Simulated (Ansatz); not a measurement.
Energy profile

The step: SiHF₃ ([F][SiH]([F])[F]) + HBr → SiHBrF₂ ([F][SiH]([F])[Br]) + HF; bonds formed: Si1–Br7, F2–H6; bonds broken: Si1–F2, H6–Br7 (atoms numbered as in the saddle structure below).

```xyz
7
angstrom
Si -0.5470 -0.2007 -0.0146
F 0.9841 -0.6396 0.8295
F -0.3565 -1.2522 -1.1727
F -1.5908 0.8540 -0.5947
H -1.2879 -0.6555 1.1641
H 1.5734 0.2980 0.3559
Br 1.2247 1.5961 -0.5676
```

Electronic energies by CCSD(T) at an estimated basis limit (MP2 extrapolated from triple and quadruple zeta, plus CCSD(T) − MP2 in triple zeta), on PBE0-D4/def2-TZVP structures; SiH2BrF3, closed shell; no counterpoise correction. Computed with Ansatz 0.2.0 (basis: def2-TZVPP and def2-QZVPP); correlated methods freeze the cores. Filled d shells of the heavier atoms are correlated. The def2 sets are not built for correlating such inner shells, so the correlated values are less sure here. Extrapolation: Hartree–Fock as exp(−7.88 √X), correlation as X^−2.97.

Task: Give the profile in kcal/mol, counted from the separated reactants. (An estimate is asked for; the value comes from the calculation.)

Result: By the calculation:
| point | kcal/mol |
| --- | --- |
| separated: SiHF3 (linked as [F][SiH]([F])[F]; Si1, F2, F3, F4, H5; singlet) + HBr (H6, Br7; singlet) | 0.00 |
| start structure | -1.51 |
| saddle | 41.45 |
| end structure | 12.10 |
| separated: SiHBrF2 (linked as [F][SiH]([F])[Br]; Si1, F3, F4, H5, Br7; singlet) + HF (F2, H6; singlet) | 14.44 |

The T1 diagnostic stays at or below 0.012.

For scale, one of the runs: CCSD(T)/def2-TZVPP, 211 basis functions, launched by `ansatz run in.yaml --threads 8 --pin off --events-out ev --progress --plain --max-ram 19148MiB`. Hardware: 8 CPU threads of an Arm Neoverse V1, shared host. Wall time 83 s; peak host memory 3.2 GiB.
